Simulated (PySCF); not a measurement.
Gas-phase reaction: 6 BO + 3 Cl2 → 2 B3O3Cl3

Energies from PySCF (xtb for GFN2), thermal terms from the rigid-rotor harmonic-oscillator model, ideal gas at 1 bar. 'Table' is the NASA 1993 thermochemical table (part measured, part estimated). After a fit of one offset per element over all species, the range-separated, M06-2X, PBE0/def2-QZVP and CCSD(T)/def2-TZVPP enthalpies, where run, lie to one side of the table for BO (+18 kJ/mol), B3O3Cl3 (-33 kJ/mol): a fault of the table's entry, another state or a shared error of the levels is possible; this was not checked at source. † marks an energy on the PBE0/def2-TZVP geometry and frequencies; other levels use their own. CCSD(T) freezes the core. Open shells (unrestricted): BO (multiplicity 2); the rest are closed-shell singlets. GFN2 has no spin-polarisation term. CCSD(T) isn't extrapolated to the basis-set limit. The harmonic model lacks anharmonicity and excited electronic states, which grow with temperature; levels with a mode under 35 cm⁻¹ are left out. Soft modes under 120 cm⁻¹ make the harmonic entropy rough for B3O3Cl3. The table's entry may be an old estimate for BO, B3O3Cl3 (not checked at source).

| level | ΔH°(298 K), kJ | minus table | ΔG°(1800 K), kJ |
|---|---|---|---|
| table | -3263.4 | - | -1312.8 |
| BLYP/def2-TZVP† | -3068.8 | 194.6 | -1089.3 |
| CCSD(T)/def2-SVP† | -3394.2 | -130.8 | -1414.7 |
| GFN2-xTB | -2815.4 | 448.0 | -879.2 |
| PBE/def2-SVP | -3437.3 | -173.9 | -1458.1 |
| PBE/def2-TZVP† | -3249.4 | 14.0 | -1270.0 |
| PBE0/def2-SVP† | -3579.8 | -316.4 | -1600.3 |
| PBE0/def2-TZVP | -3399.2 | -135.8 | -1419.8 |
| r2SCAN/def2-TZVP† | -3352.4 | -89.0 | -1372.9 |
